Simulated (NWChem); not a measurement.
# CH4GeO; SMILES [CH](=O)[GeH3]

Task: Give the equilibrium geometry at PBE-D3(BJ)/def2-SVP (NWChem) as a Z-matrix, with the point group.

Result: point group Cs; any orientation.
```
Ge
H 1 1.5457
H 1 1.5530 2 110.70
H 1 1.5530 2 110.71 3 -119.78
C 1 2.0244 2 109.53 3 120.10
O 5 1.2111 1 123.14 2 -0.15
H 5 1.1385 6 120.89 1 179.99
```
